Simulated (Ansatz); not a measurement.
Geometry optimisation, RHF/def2-SVP (Ansatz 0.2.0).

Input:

```yaml
crystal:
  periodic: [false, false, false]
  atoms:
    - { symbol: Hf, position_ang: [0.157467, 0.021601, -0.128632] }
    - { symbol: F, position_ang: [0.16025, -0.112019, 1.812482] }
    - { symbol: Cl, position_ang: [2.420485, 0.033002, -0.763673] }
    - { symbol: Cl, position_ang: [-0.769008, 2.057934, -0.890906] }
    - { symbol: Cl, position_ang: [-0.826268, -1.869911, -1.146415] }
    - { symbol: "N", position_ang: [-2.814707, -0.042988, 1.537076] }
    - { symbol: H, position_ang: [-3.006299, -0.779026, 0.886411] }
    - { symbol: H, position_ang: [-2.882339, 0.868757, 1.130041] }
    - { symbol: H, position_ang: [-1.949881, -0.177349, 2.071016] }
basis:
  gaussian: { orbitals: def2-SVP }
hamiltonian:
  xc: hf
relax:
  f_tol: 0.03
  max_steps: 50
```

Run as:

```bash
$ ansatz run input.yaml --threads 2 --pin off --max-ram 3072MiB --backend cpu --events-out ev --progress --plain --runs-dir out
```

Where does it end, and by what steps?

The run converged. After 16 steps the energy has fallen by 1.165 eV; N6 moved furthest, 0.66 Å. Joined: Hf1–N6 (3.41 → 2.46 Å).

| step | energy less start (eV) | largest force component (eV/Å) | accepted |
| --- | --- | --- | --- |
| 0 | 0.0000 | 1.121 | yes |
| 1 | -0.0513 | 0.697 | yes |
| 2 | -0.0573 | 0.618 | yes |
| 3 | -0.0602 | 0.565 | yes |
| 4 | -0.0639 | 0.476 | yes |
| 5 | -0.0688 | 0.140 | yes |
| 6 | -0.0703 | 0.171 | yes |
| 7 | -0.0718 | 0.147 | yes |
| 8 | -0.0735 | 0.174 | yes |
| 9 | -0.1135 | 0.836 | yes |
| 10 | -0.3618 | 1.789 | yes |
| 11 | -0.8834 | 1.629 | yes |
| 12 | -1.0762 | 1.214 | yes |
| 13 | -1.1419 | 0.481 | yes |
| 14 | -1.1035 | 0.879 | no |
| 15 | -1.1641 | 0.066 | yes |
| 16 | -1.1649 | 0.021 | yes |

```xyz
9
Properties=species:S:1:pos:R:3
Hf -0.087 0.007 0.063
F 0.367 -0.166 1.916
Cl 2.130 0.034 -0.816
Cl -0.830 2.165 -0.686
Cl -0.936 -1.951 -1.038
N -2.295 -0.019 1.136
H -2.853 -0.813 0.860
H -2.833 0.810 0.936
H -2.175 -0.068 2.137
```

Whether the end is a true minimum wasn't checked by a vibrational analysis.

The run took 50 s on 2 threads of Arm Neoverse V1 (shared host), peak memory 0.33 GiB.
